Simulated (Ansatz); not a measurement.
The cluster Y2O3⁻, relaxed as a doublet with UKS PBE-D4/def2-SVPD in Ansatz, starting from the GFN2-xTB geometry. Force threshold 0.02 eV/Å.

In the def2 sets Y takes a core potential; there is no spin–orbit coupling. The highest occupied level of the charge -1 doublet lies above zero (up to 0.73 eV). The electron is either unbound and held by the finite basis, or the level is raised by self-interaction error. The structure comes from a short search, and lower isomers may exist.

Start:

| atom | x (Å) | y (Å) | z (Å) |
| --- | --- | --- | --- |
| Y1 | -0.363 | -0.181 | -1.981 |
| Y2 | -1.755 | -0.845 | 0.859 |
| O3 | 1.012 | -0.873 | 0.439 |
| O4 | 1.160 | 0.561 | 0.252 |
| O5 | -0.054 | 1.339 | 0.432 |

**Question.** Estimate the energy that the relaxation releases and the steps that it takes.

**Answer.** 283.5 kcal/mol, in 15 steps; 86 s on 4 threads of Intel Xeon on a shared host. No frequencies were taken in this run, so the end may be a saddle point.

**Question.** Does the start keep its bonding and symmetry?

**Answer.** Bonds lost: O3–O4, O4–O5 (atoms count from 1). Bonds formed: Y2–O4 (atoms count from 1). Point group Cs at the start, D3h at the end, both within 0.05 Å.

**Question.** Predict the relaxed structure.

**Answer.** 
Cartesian coordinates in Å:
```
Y 0.357 0.161 -1.328
Y -0.357 -0.161 1.328
O -0.049 -1.555 -0.202
O 1.337 0.692 0.444
O -1.288 0.864 -0.242
```
Bond lengths (bridged metal pairs left out): 6 × O–Y 2.09 Å.
